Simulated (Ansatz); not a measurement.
Program: Ansatz. Geometries: PBE0-D4/def2-TZVP. ΔE: electronic, gas phase. CCSD(T)/CBS is the MP2 limit (def2-TZVPP, def2-QZVPP) plus CCSD(T) − MP2 in def2-TZVPP, frozen cores. DFT in def2-TZVPP. One conformer a species, not always the lowest.

Consider the redistribution: `N[Si@H](Cl)[Si@@H](N)F` + `N[Si@@H](F)S[Si@@H](N)F` → `N[Si@H](F)S[Si@@H](N)Cl` + `N[Si@H](F)[Si@@H](N)F`.

`N[Si@H](Cl)[Si@@H](N)F`:

Z-matrix (Å, degrees):
```
Si
F 1 1.608
Si 1 2.338 2 108.2
N 1 1.700 2 115.0 3 117.1
H 1 1.483 2 105.6 3 -124.6
N 3 1.704 1 109.0 2 -161.1
Cl 3 2.094 1 103.7 2 76.7
H 3 1.481 1 117.5 2 -38.5
H 4 1.007 1 122.4 2 77.8
H 4 1.008 1 120.3 2 -74.6
H 6 1.008 3 120.1 1 -43.4
H 6 1.008 3 120.9 1 169.6
```

`N[Si@@H](F)S[Si@@H](N)F`:

Cartesian coordinates in Å:
```
N -0.620 2.075 -2.184
Si 0.051 0.682 -1.502
F 1.620 0.781 -1.195
S -0.929 0.420 0.368
Si 0.446 -0.900 1.312
N -0.405 -1.623 2.581
F 0.958 -1.920 0.188
H -0.603 2.238 -3.177
H -0.787 2.914 -1.655
H -0.108 -0.434 -2.451
H 1.655 -0.257 1.858
H -1.345 -1.965 2.479
H 0.067 -2.012 3.380
```

`N[Si@H](F)S[Si@@H](N)Cl`:

Z-matrix (Å, degrees):
```
Si
F 1 1.597
S 1 2.123 2 113.4
N 1 1.694 2 106.0 3 -121.2
H 1 1.480 2 105.0 3 113.5
Si 3 2.132 1 99.4 2 -71.3
H 4 1.006 1 121.8 2 -35.8
H 4 1.005 1 121.9 2 166.4
N 6 1.689 3 109.7 1 50.7
Cl 6 2.066 3 103.3 1 174.3
H 6 1.476 3 114.4 1 -72.0
H 9 1.006 6 122.3 3 37.6
H 9 1.006 6 121.9 3 -162.8
```

`N[Si@H](F)[Si@@H](N)F`:

Z-matrix (Å, degrees):
```
Si
F 1 1.610
Si 1 2.343 2 109.0
N 1 1.704 2 114.5 3 118.4
H 1 1.484 2 105.4 3 -124.4
N 3 1.700 1 107.4 2 -165.8
F 3 1.616 1 105.4 2 72.4
H 3 1.483 1 117.5 2 -44.8
H 4 1.007 1 121.9 2 77.3
H 4 1.008 1 120.7 2 -73.6
H 6 1.007 3 121.6 1 -40.2
H 6 1.007 3 122.5 1 163.6
```

Problem. Is it downhill or uphill in electronic energy at CCSD(T)/CBS, and by how much? (Estimate.)

Solution. The calculation gave: Uphill: ΔE = +0.15 eV.

Problem. What do these levels give: PBE-D4, r2SCAN-D4, ωB97X-V, ωB97M-V, r2SCAN, HF/def2-TZVPP, MP2/def2-TZVPP, SCS-MP2/def2-TZVPP, MP2/def2-QZVPP, HF/CBS(def2), MP2/CBS(def2), CCSD/CBS(def2)? (Estimate.)

Solution. The calculation gave: PBE-D4 0.13, r2SCAN-D4 0.16, ωB97X-V 0.15, ωB97M-V 0.15, r2SCAN 0.16, HF/def2-TZVPP 0.17, MP2/def2-TZVPP 0.14, SCS-MP2/def2-TZVPP 0.14, MP2/def2-QZVPP 0.14, HF/CBS(def2) 0.18, MP2/CBS(def2) 0.14, CCSD/CBS(def2) 0.15 eV.

Largest T1 diagnostic among the species: 0.012.

The D4 term adds −0.03 eV with B3LYP and −0.02 eV with PBE0; it sums over pairs of atoms, weighted by their polarisabilities, and B3LYP, whose exchange is more repulsive, gets the larger term.

B3LYP here is the variant with VWN-RPA as its local correlation; programs differ in this.
